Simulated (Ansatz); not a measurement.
`CO[SiH2]CS` and `CO[SiH2]CN` differ in one atom or group.

Ansatz, PBE0-D4/def2-TZVP geometries, multiplicity 1. Each molecule was computed in one conformer, which needn't be the lowest.

```
                                        property  `CO[SiH2]CS`
              LUMO energy (PBE0/def2-TZVPP) / eV          0.30
           LUMO energy (ωB97M-V/def2-TZVPP) / eV          1.96
             HOMO–LUMO gap (PBE/def2-TZVPP) / eV          4.89
               LUMO energy (PBE/def2-TZVPP) / eV         -0.58
size of the dipole moment (B3LYP/def2-TZVPP) / D          1.86
            HOMO–LUMO gap (PBE0/def2-TZVPP) / eV          6.99
```

(1) What does the change do to each property? (An estimate is asked.)

Answers

(1) Ansatz gave: 
| property | `CO[SiH2]CN` | shift |
| --- | --- | --- |
| LUMO energy (PBE0/def2-TZVPP) / eV | 0.78 | 0.48 |
| LUMO energy (ωB97M-V/def2-TZVPP) / eV | 2.27 | 0.31 |
| HOMO–LUMO gap (PBE/def2-TZVPP) / eV | 5.36 | 0.47 |
| LUMO energy (PBE/def2-TZVPP) / eV | -0.08 | 0.50 |
| size of the dipole moment (B3LYP/def2-TZVPP) / D | 1.94 | 0.08 |
| HOMO–LUMO gap (PBE0/def2-TZVPP) / eV | 7.68 | 0.69 |

With PBE0 the HOMO falls by 0.21 eV and the LUMO rises by 0.48 eV, so the gap widens by about 0.69 eV. PBE moves the HOMO by 0.03 eV and ωB97M-V by -0.36 eV. Dipoles are sizes alone; their direction can turn.

B3LYP here is the variant with VWN-RPA as its local correlation; programs differ in this.
